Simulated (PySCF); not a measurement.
Isomers of C5H11ClO2Si2, one GFN2-xTB conformer each. Single-point energies are computed at PBE0/pcSseg-1 (PySCF, gas phase, no added dispersion term), electronic only.

Task: Rank them by PBE0/pcSseg-1 energy, lowest first (kcal/mol).
A. `[CH3:1][C:2](=[O:3])[O:4][CH2:5]/[CH:6]=[C:7](/[Cl:8])[SiH2:9][SiH3:10]` with C1–C2–O4–C5 -179°, C2–O4–C5–C6 179°, O4–C5–C6–C7 112°, C6–C7–Si9–Si10 -83°
B. `[CH3:1][O:2][SiH2:3]/[CH:4]=[C:5](/[SiH2:6][Cl:7])[C:8]([CH3:9])=[O:10]` with C1–O2–Si3–C4 66°, O2–Si3–C4–C5 168°, C4–C5–Si6–Cl7 115°, C4–C5–C8–C9 -177°

Result: B (0.0), A (44.3).

As drawn, the lower has an Si–O bond, which the higher lacks; the higher has a C(=O)–O unit and an Si–Si bond, which the lower lacks. GFN2-xTB itself gives, in the same order: 0.0, 53.4. Both levels put the same isomer lowest.

Task: Which frontier levels, dipoles and rotational constants go with these structures?

Result: 
| SMILES | HOMO (eV, PBE0/pcSseg-1) | LUMO (eV) | dipole (D) | A, B, C (MHz) |
| --- | --- | --- | --- | --- |
| CO[SiH2]/C=C(/[SiH2]Cl)C(C)=O | -7.62 | -2.42 | 3.15 | 1452, 403.3, 341.3 |
| CC(=O)OC/C=C(/Cl)[SiH2][SiH3] | -7.55 | -1.04 | 1.16 | 1036, 423.4, 349.2 |
